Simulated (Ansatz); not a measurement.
Mulliken charges of CH$_{5}$BS$_{2}$, SMILES `CSBS` from ωB97M-V/def2-TZVPP in Ansatz (PBE0-D4/def2-TZVP geometry).

```
atom   x (Å)   y (Å)   z (Å)  charge (e)
  C1  -0.097   0.511  -1.569      -0.338
  S2   0.642   0.689   0.075      -0.067
  B3  -0.144  -0.596   1.013      -0.061
  S4   0.215  -0.888   2.739      -0.132
  H5   0.341   1.282  -2.202       0.137
  H6  -1.175   0.657  -1.521       0.142
  H7   0.130  -0.468  -1.986       0.143
  H8  -0.951  -1.317   0.512       0.074
  H9   1.128   0.083   2.923       0.103
```

Q: By hand: the dipole of these point charges (1 e Å = 4.8032 D).

A: Σ q r = (-0.086, 0.048, -0.361) e Å, of length 0.374 e Å = 1.80 D.

Q: How does the dipole of the full density compare? (An estimate is asked.)

A: Computed: (-0.025, 0.102, -0.321) e Å, 1.62 D; the point charges give 1.11 times that, at 13° from its direction.

Point charges leave out the atoms' own dipoles, such as those of lone pairs, and Mulliken's split depends on the basis, so the close match here is no proof of good charges.
